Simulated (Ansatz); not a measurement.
Born–Oppenheimer molecular dynamics of C₂H₈OSi (12 atoms, charge 0, multiplicity 1). It goes on from the last frame of an earlier run, with new velocities.

Theory: RKS PBE0/6-31G (Ansatz).

```
ensemble        : NVT, Langevin thermostat
time step       : 2 fs
steps asked     : 40
set temperature : 100 K
friction        : 0.001 /fs
seed            : 336659
```

First frame:

```xyz
12
Properties=species:S:1:pos:R:3
Si 0.031 0.100 -0.069
C 0.135 -0.346 1.880
H -0.455 -1.242 2.044
H 1.218 -0.439 1.915
H -0.087 0.477 2.719
H 1.314 0.318 -0.907
O -0.917 1.569 -0.407
C -2.052 1.412 -1.211
H -1.968 2.113 -2.116
H -2.247 0.305 -1.464
H -2.944 1.815 -0.632
H -0.707 -1.138 -0.790
```

**Question.** How far do the bonds stretch over the last three quarters of this one trajectory? (Pairs bonded in most of those frames.)

**Answer.** 
| bond | mean (Å) | spread (Å) | shortest | longest |
| --- | --- | --- | --- | --- |
| Si1–C2 | 1.892 | 0.065 | 1.81 | 2.01 |
| Si1–H6 | 1.512 | 0.024 | 1.48 | 1.54 |
| Si1–O7 | 1.733 | 0.022 | 1.69 | 1.76 |
| Si1–H12 | 1.522 | 0.055 | 1.44 | 1.60 |
| C2–H3 | 1.096 | 0.022 | 1.05 | 1.13 |
| C2–H4 | 1.102 | 0.032 | 1.04 | 1.16 |
| C2–H5 | 1.112 | 0.060 | 1.02 | 1.20 |
| O7–C8 | 1.433 | 0.026 | 1.39 | 1.48 |
| C8–H9 | 1.102 | 0.027 | 1.06 | 1.15 |
| C8–H10 | 1.109 | 0.051 | 1.02 | 1.18 |
| C8–H11 | 1.096 | 0.020 | 1.06 | 1.13 |

Mean temperature of the second half: 333 K. The mean temperature of the second half is 233 % above the set value. A step of 2 fs is long for free X–H stretches (periods near 10 fs) and can bias their spread and the temperature. A run of 0.08 ps of so small a system gives no equilibrium averages. Limits of this set-up: no polarisation functions.

The run took 120 s on 1 thread of Arm Neoverse V1, on a shared host, peak memory 0.12 GiB.
